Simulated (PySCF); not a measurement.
SnBr₃, SMILES [Sn+]([Br])([Br])[Br], charge +1.

The structure is a stationary point at B3LYP-D3(BJ)/def2-SVP. The spin state was assumed, not searched. The isomer is the one that the SMILES or the coordinates give; other isomers of the formula were not compared. The def2 effective core potentials stand for the cores of Sn; spin–orbit coupling is left out.

The numbers are results of TDA-CAM-B3LYP/def2-SVPD (PySCF), not measurements.

Vertical excitations; the highest root listed may be one member of a degenerate set. The molecule is in vacuum. State labels are in the subgroup C2v.

| state | symmetry | energy (eV) | λ (nm) | f | main pairs |
|---|---|---|---|---|---|
| S1 | B1 | 3.47 | 358 | 0.000 | HOMO→LUMO 98 % |
| S2 | B2 | 3.65 | 339 | 0.000 | HOMO−2→LUMO (degenerate set) |
| S3 | A2 | 3.65 | 339 | 0.000 | HOMO−1→LUMO (degenerate set) |
| S4 | B1 | 3.86 | 321 | 0.025 | HOMO−3→LUMO (degenerate set) |
| S5 | A1 | 3.86 | 321 | 0.025 | HOMO−4→LUMO (degenerate set) |
| S6 | B2 | 4.46 | 278 | 0.015 | HOMO−5→LUMO 97 % |
| S7 | A2 | 4.54 | 273 | 0.000 | HOMO→LUMO+1 99 % |
| S8 | A2 | 4.80 | 258 | 0.000 | HOMO−3→LUMO+1 (degenerate set) |
| S9 | B2 | 4.80 | 258 | 0.000 | HOMO−4→LUMO+1 (degenerate set) |
| S10 | B1 | 5.00 | 248 | 0.019 | HOMO−1→LUMO+1 79 %, HOMO−7→LUMO 18 % |
| T1 | B1 | 3.02 | 411 | 0 | HOMO→LUMO 96 % |
| T2 | B2 | 3.23 | 384 | 0 | HOMO−2→LUMO (degenerate set) |
| T3 | A2 | 3.23 | 384 | 0 | HOMO−1→LUMO (degenerate set) |
| T4 | B1 | 3.26 | 380 | 0 | HOMO−3→LUMO 96 % |
Triplets are in the Tamm–Dancoff approximation.
